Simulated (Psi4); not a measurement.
CHO2, charge -1, singlet, geometry from GFN2-xTB (a gas-phase anion, which may not be bound at this level); PBE/def2-SVP, TDA (Psi4).

Here is a job for Psi4.
```
memory 2 GB

molecule mol {
-1 1
  O    -1.039992   -0.467751   -0.004050
  C    -0.071581    0.290264    0.001513
  O     1.138232    0.069379    0.001973
  H    -0.356441    1.445390    0.007536
symmetry c1
}

set basis def2-svp
set reference rks
set puream true
set save_jk true
set tdscf_states [5]
set tdscf_tda true
set d_convergence 1e-8

energy('td-pbe')
print_variables()
```

What the program printed (banner, timings and long lists left out):

```
   => Loading Basis Set <=

    Name: DEF2-SVP
    Role: ORBITAL
    Keyword: BASIS

         ---------------------------------------------------------
                                   SCF
               by Justin Turney, Rob Parrish, Andy Simmonett
                          and Daniel G. A. Smith
                              RKS Reference
         ---------------------------------------------------------

  ==> Geometry <==

    Molecular point group: c1
    Full point group: C1

    Geometry (in Angstrom), charge = -1, multiplicity = 1:

       Center              X                  Y                   Z               Mass
    ------------   -----------------  -----------------  -----------------  -----------------
         O           -1.047839925756    -0.435925832073    -0.003883980941    15.994914619570
         C           -0.079428925756     0.322089167927     0.001679019059    12.000000000000
         O            1.130384074244     0.101204167927     0.002139019059    15.994914619570
         H           -0.364288925756     1.477215167927     0.007702019059     1.007825032230

  Running in c1 symmetry.

  Rotational constants: A =      3.66134  B =      0.41879  C =      0.37581 [cm^-1]
  Rotational constants: A = 109764.24685  B =  12555.11441  C =  11266.43128 [MHz]
  Nuclear repulsion =   63.240055173005139

  Charge       = -1
  Multiplicity = 1
  Electrons    = 24
  Nalpha       = 12
  Nbeta        = 12

  ==> Algorithm <==

  SCF Algorithm Type is DF.
  DIIS enabled.
  MOM disabled.
  Fractional occupation disabled.
  Guess Type is SAD.
  Energy threshold   = 1.00e-06
  Density threshold  = 1.00e-08
  Integral threshold = 1.00e-12

  ==> Primary Basis <==

  Basis Set: DEF2-SVP
    Blend: DEF2-SVP
    Number of shells: 21
    Number of basis functions: 47
    Number of Cartesian functions: 50
    Spherical Harmonics?: true
    Max angular momentum: 2

  ==> DFT Potential <==

   => LibXC <=

    Version 7.1.2
    S. Lehtola, C. Steigemann, M. J. T. Oliveira, and M. A. L. Marques,  SoftwareX 7, 1–5 (2018) (10.1016/j.softx.2017.11.002)

   => Composite Functional: PBE <=

    PBE GGA Exchange-Correlation Functional

    J.P. Perdew et. al., Phys. Rev. Lett., 77(18), 3865-3868, 1996

    Deriv               =              1
    GGA                 =           TRUE
    Meta                =          FALSE

    Exchange Hybrid     =          FALSE
    MP2 Hybrid          =          FALSE

   => Exchange Functionals <=

    1.0000     XC_GGA_X_PBE

   => Correlation Functionals <=

    1.0000     XC_GGA_C_PBE

   => LibXC Density Thresholds  <==

    XC_GGA_C_PBE:  1.00E-12
    XC_GGA_X_PBE:  1.00E-15

   => Molecular Quadrature <=

    Radial Scheme          =       TREUTLER
    Pruning Scheme         =           NONE
    Nuclear Scheme         =       TREUTLER

    Blocking Scheme        =         OCTREE
    BS radius alpha        =              1
    Pruning alpha          =              1
    Radial Points          =             75
    Spherical Points       =            302
    Total Points           =          86825
    Total Blocks           =            710
    Max Points             =            256
    Max Functions          =             47
    Weights Tolerance      =       1.00E-15

   => Loading Basis Set <=

    Name: (DEF2-SVP AUX)
    Role: JKFIT
    Keyword: DF_BASIS_SCF

  ==> Integral Setup <==

  SCF_SUBTYPE=INCORE selected. In-core MEM_DF algorithm will be used.
  Using in-core AOs.

  ==> MemDFJK: Density-Fitted J/K Matrices <==

    J tasked:                   Yes
    K tasked:                    No
    wK tasked:                   No
    Algorithm:                 Core
    Schwarz Cutoff:           1E-12
    Mask sparsity (%):       0.0905
    Fitting Condition:        1E-10

   => Auxiliary Basis Set <=

  Basis Set: (DEF2-SVP AUX)
    Blend: DEF2-UNIVERSAL-JKFIT
    Number of shells: 81
    Number of basis functions: 247
    Number of Cartesian functions: 295
[...]
  @DF-RKS Final Energy:  -188.84069900501640
    Total Energy =                       -188.8406990050164040
[...]

      5 singlet states with A symmetry

  ==> Seeking the lowest 5 singlet states with A symmetry

                         Generalized Davidson Solver
                               By Ruhee Dcunha

  ==> Options <==

    Max number of iterations        = 60
    Eigenvector tolerance           = 1.0000e-06
    Max number of expansion vectors = 1500

  => Iterations <=
                           Max[D[value]]     Max[|R|]   # vectors
  DavidsonSolver iter   1:   2.75433e-01  8.65557e-02     20
  DavidsonSolver iter   2:   6.95667e-03  1.24190e-02     25
  DavidsonSolver iter   3:   1.06709e-04  1.46346e-03     30
  DavidsonSolver iter   4:   1.32869e-06  9.54607e-05     35
  DavidsonSolver iter   5:   4.28353e-09  1.09897e-05     38
  DavidsonSolver iter   6:   6.30866e-11  7.28670e-07     39      Converged

******************************************************************************************
**********                               WARNING                                **********
**********  Length-gauge rotatory strengths are **NOT** gauge-origin invariant  **********
******************************************************************************************

                                    Excitation Energy         Total Energy        Oscillator Strength             Rotatory Strength
     #   Sym: GS->ES (Trans)        au              eV              au          au (length)    au (velocity)    au (length)    au (velocity)
    ---- -------------------- --------------- --------------- --------------- --------------- --------------- --------------- ---------------
     1        A->A (1 A)       0.22673         6.16955        -188.61397       0.0044          0.0006         -0.0000         -0.0000
     2        A->A (1 A)       0.23013         6.26223        -188.61057       0.0000          0.0000          0.0000          0.0000
     3        A->A (1 A)       0.24543         6.67840        -188.59527       0.0072          0.0121          0.0000          0.0000
     4        A->A (1 A)       0.26592         7.23612        -188.57478       0.0000          0.0000         -0.0000         -0.0000
     5        A->A (1 A)       0.26837         7.30268        -188.57233       0.2941          0.1313         -0.0000         -0.0000

Contributing excitations
Only contributions with abs(coeff) > 1.00e-01 will be printed:

Excited State    1 (1 A):   0.22673 au   200.96 nm f = 0.0044
  Sums of squares: Xssq =  1.000000e+00
     12a  ->  13a    -0.999604 (99.921%)

Excited State    2 (1 A):   0.23013 au   197.99 nm f = 0.0000
  Sums of squares: Xssq =  1.000000e+00
     11a  ->  13a    -0.998617 (99.724%)

Excited State    3 (1 A):   0.24543 au   185.65 nm f = 0.0072
  Sums of squares: Xssq =  1.000000e+00
     10a  ->  13a    -0.205369 ( 4.218%)
     11a  ->  14a    -0.978372 (95.721%)

Excited State    4 (1 A):   0.26592 au   171.34 nm f = 0.0000
  Sums of squares: Xssq =  1.000000e+00
     10a  ->  14a    -0.998715 (99.743%)

Excited State    5 (1 A):   0.26837 au   169.78 nm f = 0.2941
  Sums of squares: Xssq =  1.000000e+00
     12a  ->  14a     0.981621 (96.358%)

******************************************************************************************
**********                               WARNING                                **********
**********       The names of excited state variables changed between 1.5       **********
**********     and 1.6. For a quick solution, remove the symmetry specifier     **********
**********   from the variable name. For full details, see 'Notes on Psivars'   **********
**********                        in the documentation.                         **********
******************************************************************************************

  Variable Map:
  ----------------------------------------------------------------------------
[...]
  Array Variable Map:
  ----------------------------------------------------------------------------
[...]
[...]
```
